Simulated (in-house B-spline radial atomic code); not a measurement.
## Response and correlation of Pd XXIX (Pd28+)

Closed shell [Ne] 3s2 3p6. Computed with an all-electron radial atomic-structure program (B-spline basis): Dirac-Hartree-Fock, relativistic RPA (time-dependent Dirac-Hartree-Fock) for the response and second-order many-body perturbation theory for correlation, no-pair Dirac-Coulomb Hamiltonian, finite nucleus.

Command:
```bash
python run_mb.py task.json out
```
Settings (nuclear radius in fm, box in bohr, cutoff in hartree):
```
basis_form          2
Z                   46
core_configuration  [Ne] 3s2 3p6
rms_radius          4.5318
mass_number         106
speed_of_light      137.036
box_radius          3.043
lmax                7
intervals           57
virtual_cutoff      52900.0
```

Run time, properties included: 2 s on 1 thread of AMD EPYC 7R43 64-Core Processor (shared host).

```json
{"multipole (bohr³, bohr⁵, bohr⁷)": "dipole", "uncoupled": "0.03277", "coupled RPA": "0.030396"}
{"multipole (bohr³, bohr⁵, bohr⁷)": "quadrupole", "uncoupled": "0.002326", "coupled RPA": "0.0024923"}
{"multipole (bohr³, bohr⁵, bohr⁷)": "octupole", "uncoupled": "0.00054165", "coupled RPA": "?"}
```

(1) What is the coupled octupole polarisability?

(2) Which subshells carry the dipole polarisability?

(3) What does the dipole shielding factor come to?

Dipole polarisability at imaginary frequency:

```
u (Eh)  α(iu) (bohr³)
     0         0.0304
  7.81         0.0156
  23.4       0.005239
  46.9       0.002405
  78.1       0.001248
   156      0.0004554
   312      0.0001434
   781      2.633e-05
```

(4) What dispersion coefficients follow for two such ions (the dispersion part alone)?

Lowest J = 1 odd-parity excitations:

| energy (eV) | oscillator strength | leading channel | weight |
| --- | --- | --- | --- |
| 129.42 | 1.3e-05 | 3p3/2 → d3/2 | 0.838 |
| 157.72 | 0.172 | 3p3/2 → d5/2 | 0.54 |
| 195.96 | 1.08 | 3p1/2 → d3/2 | 0.77 |
| 747.16 | 0.249 | 3p3/2 → s1/2 | 0.996 |
| 782.75 | 0.131 | 3p1/2 → s1/2 | 0.993 |
| 851.3 | 0.0102 | 3p3/2 → d3/2 | 0.784 |
| 857.66 | 1.49 | 3p3/2 → d5/2 | 0.793 |
| 891.3 | 0.711 | 3p1/2 → d3/2 | 0.975 |

Second-order correlation energy by the highest angular momentum of the excited pair (hartree): s -0.02135, p -0.1685, d -0.5947, f -0.1329, g -0.05167, h -0.01901, i -0.008625, k -0.004454.

(5) What is the second-order correlation energy at the partial-wave limit?

## Answers

(1) 0.00065301 atomic units, +21 % against the uncoupled value.

(2) 3p3/2 69.5 %, 3p1/2 28.2 %, 3s1/2 2.0 %.

(3) The dipole shielding factor is 0.391, against the exact N/Z = 18/46 = 0.391 of the non-relativistic theorem.

(4) C6 = (3/π)∫α(iu)²du = 0.006084 hartree·bohr⁶ and C8 = 0.003749 hartree·bohr⁸.

(5) The listed waves sum to -1.0012 hartree; extrapolating the increments as (l + 1/2)⁻⁴ gives -1.0103 hartree, -1.53 eV per electron.
